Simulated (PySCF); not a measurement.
## Working out the ionisation energy of Ge+

Ge+ [Ar] 3d10 4s2 4p1 (2P) → Ge(2+) [Ar] 3d10 4s2 (1S). Calculation: PySCF 2.14, in aug-cc-pwCVDZ-PP with ECP10MDF; scalar relativity through the core potential. Frozen: 3s2 3p6 3d10. Energies in hartree (1 hartree = 27.21139 eV):

```csv
part,Ge+ (lower),Ge(2+) (upper)
UHF,-293.069816,-292.510115
CCSD correlation,-0.048633,-0.039027
(T),-0.000567,0.000000
```

What does Hartree-Fock give?

(-292.510115) − (-293.069816) = 0.559701 hartree = 15.230 eV.

What do CCSD and CCSD(T) give?

The CCSD correlation energies differ by 0.009606 hartree = 0.261 eV and the triples by 0.000567 hartree = 0.015 eV, so CCSD gives 15.491 eV and CCSD(T) 15.506 eV.

Measured between the centres of the two terms (NIST): 15.789 eV, so CCSD(T) (valence) is off by -0.283 eV.

A double-zeta basis recovers only part of the correlation energy.

What remains against the reference includes basis incompleteness, the frozen core and higher excitations.
